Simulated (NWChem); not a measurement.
Molecule: C4H2F2O; SMILES Fc1ccoc1F

```xyz
9

F     -0.6368     1.9598     0.0000
C     -0.4644     0.6502     0.0000
C     -1.4839    -0.3490     0.0000
C     -0.8229    -1.5387     0.0000
O      0.5191    -1.3357     0.0000
C      0.7206    -0.0189     0.0000
F      1.9615     0.3822     0.0000
H     -2.5588    -0.1849     0.0000
H     -1.1483    -2.5745     0.0000
```
Atoms are numbered in this order, from 1.

Results from NWChem. Pople sets run with spherical d functions. Structure relaxed at the PBE0/def2-SVP level. B3LYP is NWChem's, with the RPA form of VWN correlation. Vzz is the largest principal value of the second derivative of the potential at the nucleus (NWChem prints the opposite sign); η is the asymmetry. Non-relativistic.

```tsv
level	Vzz O5 (a.u.)	η O5
B3LYP/def2-SVP	1.386	0.18
B3LYP/6-31G*	1.350	0.23
Hartree-Fock/def2-TZVP	?	0.26
Hartree-Fock/6-31G*	1.489	0.29
```

Problem. Complete the blanks.

Solution. 
- Hartree-Fock/def2-TZVP, Vzz O5 (a.u.): 1.544
